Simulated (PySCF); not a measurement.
An unknown is described by computed data only.

Elements present: B, C, H and N. Monoisotopic mass: 83.1078 u.

- Polarisability: 75.6 au [wB97X-D/def2-SVPD]
- Rotational structure: rotational constants A, B, C: 7.076, 1.721, 1.525 GHz [PBE0-D3(BJ)/def2-SVP]
- 13C NMR: chemical shifts (computed TMS as zero) by class: 28.8 (1 C), 20.2 (2 C) ppm [GIAO B3LYP/pcSseg-2]
- Couplings: largest of the computed one-bond spin–spin couplings (means over like bonds): 11B–1H +144.8 (×2), 11B–1H +142.4, 13C–1H +132.9 (×6), 13C–1H +123.5, 15N–1H -74.8, 13C–11B +56.1, 13C–13C +32.3 (×2), 15N–11B -22.8 Hz [B3LYP/pcJ-1, spin–dipole term left out for some pairs]
- Dipole: 1.52 D [wB97X-D/def2-SVPD]
- Triplet: lowest triplet excitation (Tamm–Dancoff): 5.77 eV [TDA wB97X-D/def2-SVPD]
- XPS: B1s 195.7, B1s 196.0, C1s 290.0, C1s 290.5 (×2), N1s 405.2 eV [ΔSCF SCAN, pcX-2 on the ionised atom, pcseg-1 elsewhere, spin-free X2C]
- NMR, other nuclei: isotropic shieldings of nuclei other than C and H, by class: 37 (1 B), 43 (1 B), 68 (1 N) ppm [GIAO B3LYP/pcSseg-2]
- 1H NMR: chemical shifts (computed TMS as zero) by class: 6.87 (1 H), 5.42 (2 H), 5.27 (1 H), 1.02 (6 H), 0.88 (1 H) ppm [GIAO B3LYP/pcSseg-2]
- UV, strongest line: among the 10 lowest singlet transitions: S3 at 7.42 eV (167 nm, f = 0.436) [TDDFT wB97X-D/def2-SVPD]

Gas-phase values; electronic properties from PySCF, density fitting. Levels stand in brackets. Geometry: PBE0-D3(BJ)/def2-SVP, one conformer, isolated molecule. NMR values are class means; diastereotopic atoms form classes of their own.

Q: Which formula fits the mass and the elements?

A: C3H11B2N (calculated 83.1078). No other formula that holds each of these elements comes within 0.0003 u with a fitting electron parity and a possible valence count.

Q: What is the compound? Reason from the data.

A: Numbering: `[BH2:1][NH:2][BH:3][CH:4]([CH3:5])[CH3:6]`. 3 carbons fall into 2 classes; from least to most shielded: sp3 carbon bound to boron [C4] (28.8 ppm), methyl carbon [C5/C6] (20.2 ppm, 2 C). Hydrogen classes from least to most shielded: 1 H on a boron-bound nitrogen, N2 (6.87 ppm), 2 H on a three-coordinate boron, B1 (5.42 ppm), 1 H on a three-coordinate boron, B3 (5.27 ppm), 6 H on 2 methyl carbons, C5/C6 (1.02 ppm), 1 H on an sp3 carbon bound to boron, C4 (0.88 ppm). The other shieldings belong to: 37 ppm, three-coordinate boron [B3]; 43 ppm, three-coordinate boron [B1]; 68 ppm, boron-bound nitrogen [N2]. The couplings run between: +144.8 Hz, three-coordinate boron [B1] and its hydrogen (with 1 like pair); +142.4 Hz, three-coordinate boron [B3] and its hydrogen; +132.9 Hz, methyl carbon [C5] and its hydrogen (with 5 like pairs); +123.5 Hz, sp3 carbon bound to boron [C4] and its hydrogen; -74.8 Hz, boron-bound nitrogen [N2] and its hydrogen; +56.1 Hz, sp3 carbon bound to boron [C4] and three-coordinate boron [B3]; +32.3 Hz, sp3 carbon bound to boron [C4] and methyl carbon [C5] (with 1 like pair); -22.8 Hz, boron-bound nitrogen [N2] and three-coordinate boron [B1]. The core levels belong to: B1s 195.7 eV, three-coordinate boron [B3]; B1s 196.0 eV, three-coordinate boron [B1]; C1s 290.0 eV, sp3 carbon bound to boron [C4]; C1s 290.5 eV, methyl carbon [C5/C6]; N1s 405.2 eV, boron-bound nitrogen [N2]. One atom of each topological class was ionised and stands for its class. The hole state at 196.0 eV has ⟨S²⟩ = 0.85 against 0.75, so that value is less sure. By its constants the optimised geometry is an asymmetric top. Structure: `BNBC(C)C`. Computed isomers that give other values at the same levels: `CBNB(C)C` (13C chemical shifts (computed TMS as zero) by class: 9.3 (1 C), 8.5 (2 C) ppm); `BCB(C)NC` (13C chemical shifts (computed TMS as zero) by class: 42.9 (1 C), 33.6 (1 C), 10.5 (1 C) ppm); `BNBCCC` (rotational constant A: 17.711 GHz; this holds for the one conformer computed). The assignments are read from this structure; whether some other isomer fits the data as well wasn't checked.

Conformer computed: `[BH2:1][NH:2][BH:3][CH:4]([CH3:5])[CH3:6]`: B1–N2–B3–C4 179°, N2–B3–C4–C5 125°.
